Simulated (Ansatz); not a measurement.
`CB[BH][GaH2]`, 11 atoms. Total charge 0; spin multiplicity 1. Correlated methods include outer-core shells of Ga, which these sets cover unevenly. Scalar relativity is left out up to krypton. All runs use 4 threads of an Arm Neoverse V1 on a shared host. Correlated methods freeze the cores.

Question: How many basis functions does each run have, and how long does it take in Ansatz? RKS PBE0-D4/def2-SVP energy; RHF-CCSD(T)/def2-SVP energy; RKS BLYP-D4/def2-TZVPP energy; RHF-CCSD(T)/def2-TZVPP energy; RKS PBE0-D4/def2-TZVP frequencies; RKS revPBE-D4/def2-TZVPP energy; RKS ωB97M-V/def2-SVP energy; RKS PBE0-D4/def2-QZVPP energy; RKS PBE0-D4/def2-TZVPP energy; direct RPA on PBE orbitals/def2-TZVPP energy; RKS PBE0-D4/def2-TZVP relaxation (25 steps); RKS ωB97M-V/def2-QZVPP energy. (Best estimate.)

Answer: Computed: Other jobs shared the machine, so times are rough.

| level | job | functions | wall time | peak host memory (GiB) |
| --- | --- | --- | --- | --- |
| RKS PBE0-D4/def2-SVP | energy | 109 | 1.1 s | 0.25 |
| RKS revPBE-D4/def2-TZVPP | energy | 239 | 1.9 s | 0.29 |
| RKS BLYP-D4/def2-TZVPP | energy | 239 | 2.2 s | 0.29 |
| RKS PBE0-D4/def2-TZVPP | energy | 239 | 2.9 s | 0.56 |
| RKS ωB97M-V/def2-SVP | energy | 109 | 4.4 s | 0.34 |
| direct RPA on PBE orbitals/def2-TZVPP | energy | 239 | 4.8 s | 0.57 |
| RHF-CCSD(T)/def2-SVP | energy | 109 | 6 s | 0.51 |
| RKS PBE0-D4/def2-QZVPP | energy | 470 | 8.5 s | 1.6 |
| RKS ωB97M-V/def2-QZVPP | energy | 470 | 21 s | 2 |
| RKS PBE0-D4/def2-TZVP | relaxation (25 steps) | 183 | 75 s | 0.47 |
| RHF-CCSD(T)/def2-TZVPP | energy | 239 | 2.1 min | 4.5 |
| RKS PBE0-D4/def2-TZVP | frequencies | 183 | 2.2 min | 0.46 |
